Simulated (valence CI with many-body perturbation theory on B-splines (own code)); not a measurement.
# E1 transitions of Sr⁶⁺

Calculated by relativistic CI+MBPT: four valence electrons over a frozen Dirac-Fock core [Ar] 3d10, a basis of 11 s, 11 p, 9 d, 7 f, 5 g, 2 h, 1 i functions for each j, with the one-electron correlation potential Σ1, the two-electron term Σ2, the three-electron term Σ3, Breit, model QED; selected CI, second order for the rest, scaled by the run's own slope (own B-spline code, finite nucleus).

Against 13 measured levels this calculation errs by 109 cm⁻¹ on average and by 228 at most. These come from a selection out of Sansonetti, J. Phys. Chem. Ref. Data 41, 013102 (2012). Levels without a partner in it may be off by more. Among the levels kept, up to 350 cm⁻¹ of a level comes from second order outside the variational space, and about a tenth of that is noise between levels of different J, which matters for small intervals.

Lines 51 to 100 of 223 in falling wavelength, among levels below 56.239 eV, chosen from the strongest by gf and those to the six lowest levels. Wavelengths and rates use the calculated energies, so an error of 100 cm⁻¹ moves a line at 63.40 nm by 0.063 % and its rate by three times that or more. Electric multipoles are in the length gauge, E1 and E2 with the static RPA response of the core. Weak lines are less certain than strong ones. Lines between different terms over intervals too small for the method are left out, as are lines whose strength nearly cancels. Where a level lies close to another of its J and parity, the split of strength between their lines is uncertain. The highest levels of a list are the least certain.

Names give the largest LS component (configuration and term), which can be under half, so a name can repeat, a term be missing and a line seem to break the LS rules; names also repeat where a configuration has a term twice. Letters in brackets count levels of one name in rising energy.

```csv
λ vac (nm),λ from measured levels,Upper,Lower,A (s⁻¹),S (a.u.)
63.86,,4p4 1S_0,4s 4p3 1P°_1,3.88e+09,4.99e-01
63.77,,4s2 4p 5p 3P_1 [a],4s2 4p 4d 3P°_2,2.53e+09,9.73e-01
63.70,,4s2 4p 5p 3S_1,4s2 4p 4d 3D°_2,1.16e+09,4.44e-01
63.40,63.34,4s 4p3 3D°_3,4s2 4p2 3P_2,7.68e+08,6.76e-01
63.00,,4s2 4p 5p 3S_1,4s2 4p 4d 3P°_1 [b],1.24e+09,4.59e-01
62.96,,4p4 3P_2,4s 4p3 3P°_2,4.51e+08,2.78e-01
62.18,62.13,4s 4p3 3D°_1,4s2 4p2 3P_1,1.72e+08,6.13e-02
62.11,62.06,4s 4p3 3D°_2,4s2 4p2 3P_1,1.02e+09,6.03e-01
62.11,,4s2 4p 5p 3S_1,4s2 4p 4d 3P°_0,7.93e+08,2.81e-01
61.45,61.45,4s 4p3 3P°_1,4s2 4p2 1D_2,4.22e+07,1.45e-02
61.11,,4s2 4p 5p 3S_1,4s2 4p 4d 1D°_2,5.60e+08,1.89e-01
61.09,61.09,4s 4p3 3P°_2,4s2 4p2 1D_2,1.49e+05,8.38e-05
59.99,,4s2 4p 5p 3S_1,4s2 4p 4d 3P°_1 [a],6.49e+08,2.07e-01
59.73,,4s 4p2 4d 3G_5,4s2 4p 4d 3F°_4,5.35e+08,6.19e-01
59.65,59.59,4s 4p3 3D°_1,4s2 4p2 3P_0,9.77e+08,3.07e-01
59.45,,4p4 3P_1,4s 4p3 3P°_2,1.02e+09,3.18e-01
58.71,,4p4 3P_0,4s 4p3 3P°_1,1.49e+09,1.49e-01
58.09,,4s 4p2 4d 3G_4,4s2 4p 4d 3F°_3,4.70e+08,4.09e-01
57.24,,4s2 4p 5p 3D_1,4s2 4p 4d 3F°_2,3.24e+09,9.00e-01
57.20,,4s 4p2 4d 3G_3,4s2 4p 4d 3F°_2,4.38e+08,2.83e-01
56.97,,4s 4p2 4d 1F_3,4s2 4p 4d 3F°_4,3.17e+08,2.02e-01
56.38,,4s2 4p 5p 3D_2,4s2 4p 4d 3F°_3,3.81e+09,1.69e+00
56.00,55.97,4s 4p3 3P°_1,4s2 4p2 3P_2,4.46e+08,1.16e-01
55.83,,4s 4p2 4d 1G_4,4s2 4p 4d 3F°_4,2.15e+08,1.66e-01
55.79,,4s 4p2 4d 3D_3,4s2 4p 4d 3F°_4,3.09e+08,1.85e-01
55.70,55.66,4s 4p3 3P°_2,4s2 4p2 3P_2,2.20e+09,9.37e-01
55.36,,4p4 3P_2,4s 4p3 3D°_3,3.32e+09,1.39e+00
55.14,55.23,4s 4p3 3S°_1,4s2 4p2 1S_0,2.63e+08,6.53e-02
55.09,,4s2 4p 5p 3D_3,4s2 4p 4d 3F°_4,3.83e+09,2.21e+00
54.93,,4s2 4p 5p 3D_2,4s2 4p 4d 3F°_2,6.67e+08,2.73e-01
54.92,,4s2 4p 5p 3P_1 [a],4s2 4p 4d 3F°_2,1.56e+09,3.82e-01
54.62,,4p4 3P_2,4s 4p3 3D°_2,1.02e+09,4.09e-01
54.50,54.47,4s 4p3 3P°_0,4s2 4p2 3P_1,2.62e+09,2.09e-01
54.34,,4s 4p2 4d 3D_2,4s2 4p 4d 3F°_3,4.20e+08,1.66e-01
54.27,54.24,4s 4p3 3P°_1,4s2 4p2 3P_1,1.42e+09,3.36e-01
54.20,54.17,4s 4p3 1D°_2,4s2 4p2 1D_2,4.21e+09,1.65e+00
53.98,53.95,4s 4p3 3P°_2,4s2 4p2 3P_1,1.83e+08,7.09e-02
53.67,,4s 4p2 4d 3D_3,4s2 4p 4d 3F°_3,3.74e+08,2.00e-01
53.27,,4s 4p2 4d 3P_2,4s 4p3 3S°_1,5.64e+08,2.10e-01
53.01,,4s2 4p 5p 3P_2,4s2 4p 4d 3F°_3,4.92e+08,1.81e-01
52.33,52.30,4s 4p3 3P°_1,4s2 4p2 3P_0,7.49e+08,1.59e-01
51.96,,4p4 3P_1,4s 4p3 3D°_2,2.91e+09,6.05e-01
51.92,,4p4 3P_1,4s 4p3 3D°_1,1.36e+09,2.82e-01
51.61,,4p4 3P_0,4s 4p3 3D°_1,4.21e+09,2.85e-01
51.59,,4s 4p2 4d 3P_1,4s 4p3 3S°_1,1.01e+09,2.05e-01
51.55,,4s 4p2 4d 3F_2 [b],4s2 4p 4d 3F°_3,5.34e+08,1.80e-01
51.08,,4p4 1D_2,4s 4p3 3D°_3,6.46e+08,2.13e-01
51.02,51.04,4s 4p3 1P°_1,4s2 4p2 1S_0,2.35e+09,4.63e-01
50.34,,4s 4p2 4d 3F_2 [b],4s2 4p 4d 3F°_2,2.40e+09,7.54e-01
49.91,49.86,4s 4p3 1D°_2,4s2 4p2 3P_2,3.06e+08,9.41e-02
```
